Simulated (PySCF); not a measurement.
The dipole of `C=C(C#CC(F)(F)F)C=O` from its density and from atomic charges.

Coordinates (GFN2-xTB, Å) and charges (e) from the PBE0/pcSseg-1 density (PySCF):

```tsv
atom	x	y	z	Mulliken	IAO	Hirshfeld	ESP-fitted
C1	-2.117	-0.962	-0.072	+0.0502	-0.2072	-0.0230	-0.3326
C2	-1.270	0.073	-0.023	-0.5773	-0.0797	-0.0036	+0.1591
C3	0.132	-0.091	0.000	+0.4042	+0.0197	-0.0091	-0.1832
C4	1.331	-0.191	0.021	-0.3259	-0.1036	-0.0774	-0.1096
C5	2.777	-0.344	0.041	+0.8234	+0.8095	+0.2680	+0.6278
F6	3.158	-1.575	-0.333	-0.2602	-0.2694	-0.0911	-0.1844
F7	3.289	-0.134	1.264	-0.2606	-0.2698	-0.0917	-0.1901
F8	3.386	0.520	-0.786	-0.2608	-0.2697	-0.0915	-0.1917
C9	-1.785	1.469	0.010	+0.3741	+0.2605	+0.1342	+0.3743
O10	-2.951	1.750	-0.002	-0.3361	-0.3710	-0.2032	-0.4156
H11	-1.782	-1.984	-0.097	+0.1376	+0.1789	+0.0719	+0.2124
H12	-3.178	-0.771	-0.089	+0.1432	+0.1856	+0.0661	+0.1880
H13	-0.994	2.239	0.048	+0.0883	+0.1162	+0.0505	+0.0456
```

Q: What dipole does each set of charges give (1 e·Å = 4.803 D), and what does the density give?

A: The full density gives (-1.14, -1.30, -0.07) D, 1.73 D in size; dipole vectors point from the negative to the positive end.

```csv
scheme,μx,μy,μz,size (D),share of the full size (%),angle to the full dipole (°)
Mulliken,-2.37,-1.26,-0.09,2.69,155,21
IAO,-1.89,-1.21,-0.08,2.24,129,16
Hirshfeld,-1.12,-0.89,-0.05,1.44,83,10
ESP-fitted,-1.17,-1.31,-0.07,1.76,102,1
```

Q: Which set comes closest?

A: Length of the difference vector: ESP-fitted 0.03 D, Hirshfeld 0.41 D, IAO 0.75 D, Mulliken 1.23 D. Closest: ESP-fitted. The schemes that divide the density aren't constrained to reproduce the dipole.

Q: What is left for the Hirshfeld atoms' own dipoles?

A: The Hirshfeld atoms' densities add up to the full density, so μ = Σ q r + Σ (atomic dipoles). The atomic dipoles sum to (-1.14, -1.30, -0.07) − (-1.12, -0.89, -0.05) = (-0.02, -0.41, -0.02) D, 0.41 D in size.

Q: With the origin at the mean of the coordinates, (0.000, 0.000, -0.001) Å, which are the largest single terms, by size, of the ESP-fitted dipole along the direction of the full one?

A: C5 -4.74, C1 -3.39, H11 +2.72, H12 +2.42, F8 +2.38 D; all 13 atoms together +1.76 D. The single terms depend on the origin, their sum doesn't.

Q: Give the size of the full dipole in other units.

A: 1.73 D = 0.681 au = 0.361 e·Å = 5.78 × 10⁻³⁰ C·m.

Isolated species at its GFN2-xTB geometry (one conformer only).

Shape of the structure used: `[CH2:1]=[C:2]([C:3]#[C:4][C:5]([F:6])([F:7])[F:8])[CH:9]=[O:10]`: C1–C2–C9–O10 0°.
